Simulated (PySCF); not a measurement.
K: excitation energy

K [Ar] 4s1 (2S) → K [Ar] 4p1 (2P), as a difference of total energies. Computed with PySCF 2.14 in aug-cc-pVDZ-X2C (6s5p3d, 36 functions), with the spin-free X2C one-electron Hamiltonian (Gaussian nucleus). The calculations carry no spin-orbit coupling.

```tsv
method	excitation energy (cm⁻¹)
UHF	11446
LDA	12263
PBE	11161
PBE0	11292
r2SCAN	10945
LC-wPBE	11705
PBEsol	11151
HSE06	11220
MN15	13629
```

For comparison: 13024 cm⁻¹ (measured; NIST levels, between the centres of gravity of the two terms).
